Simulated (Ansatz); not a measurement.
Start from `[AlH2][BH][Al]([Cl])[Br]` and change one atom or group to get `[SiH3][O][Al]([Cl])[Br]`.

Ansatz, PBE0-D4/def2-TZVP geometries, multiplicity 1. Each molecule was computed in one conformer, which needn't be the lowest.

Scalar relativity is left out up to krypton.

| property | `[AlH2][BH][Al]([Cl])[Br]` |
| --- | --- |
| HOMO energy (B3LYP/def2-TZVPP) / eV | -7.28 |
| size of the dipole moment (B3LYP/def2-TZVPP) / D | 1.87 |
| HOMO–LUMO gap (B3LYP/def2-TZVPP) / eV | 3.97 |
| LUMO energy (B3LYP/def2-TZVPP) / eV | -3.32 |
| HOMO–LUMO gap (ωB97M-V/def2-TZVPP) / eV | 8.30 |
| HOMO–LUMO gap (PBE/def2-TZVPP) / eV | 2.26 |

(1) What does the change do to each property? (An estimate is asked.)

## Answers

(1) The calculation gave: 
```tsv
property	`[SiH3][O][Al]([Cl])[Br]`	shift
HOMO energy (B3LYP/def2-TZVPP) / eV	-8.48	-1.20
size of the dipole moment (B3LYP/def2-TZVPP) / D	0.85	-1.02
HOMO–LUMO gap (B3LYP/def2-TZVPP) / eV	7.03	3.06
LUMO energy (B3LYP/def2-TZVPP) / eV	-1.45	1.87
HOMO–LUMO gap (ωB97M-V/def2-TZVPP) / eV	11.49	3.19
HOMO–LUMO gap (PBE/def2-TZVPP) / eV	5.36	3.10
```

With PBE0 the HOMO falls by 1.27 eV and the LUMO rises by 2.00 eV, so the gap widens by about 3.27 eV. PBE moves the HOMO by -1.01 eV and ωB97M-V by -1.48 eV. Dipoles are sizes alone; their direction can turn.

B3LYP here is the variant with VWN-RPA as its local correlation; programs differ in this.

Spin–orbit coupling is left out; it splits and shifts lone-pair levels of the heavy atoms by tenths of an eV.
